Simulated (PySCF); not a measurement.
# C₆ coefficients of unlike pairs at UHF

Calculated with PySCF 2.14 from the dipole response of each species, C₆(A,B) = (3/π) ∫ α_A(iu) α_B(iu) du, in atomic units, from isotropic polarisabilities. For ions this is the dispersion term alone; charge-induced terms of lower order in 1/R come first.

```csv
species,configuration,basis,relativity,α (bohr³),C₆ (like pair)
N,[He] 2s2 2p3 (4S),"x2c-TZVPPall with one added diffuse shell each of s, p, d type (6s4p3d1f)",spin-free X2C,7.141,23.19
Ru⁺,[Kr] 4d7 (4F),"aug-cc-pVTZ-PP with one added diffuse shell each of s, p, d, f, g type with ECP28MDF (7s7p6d4f3g)",core potential,13.48,84.03
Mg²⁺,[Ne] (1S),aug-cc-pCVTZ-DK (8s7p5d3f),spin-free X2C,0.4179,0.4701
Kr³⁺,[Ar] 3d10 4s2 4p3 (4S),aug-cc-pwCVTZ-PP with ECP10MDF (8s7p6d4f1g),core potential,5.586,22.15
```

(1) Estimate C₆ for Mg²⁺ with N.

No spin-orbit coupling is included.

The other pairs:

```
      pair     C₆
Kr³⁺, Mg²⁺  2.709
   Kr³⁺, N  22.27
    Ru⁺, N  44.01
 Mg²⁺, Ru⁺  4.970
 Kr³⁺, Ru⁺  42.74
```

Answers

(1) The integral gives 2.465. The combination rule 2 C_A C_B / (C_A α_B/α_A + C_B α_A/α_B) gives 2.322 and the geometric mean 3.302.
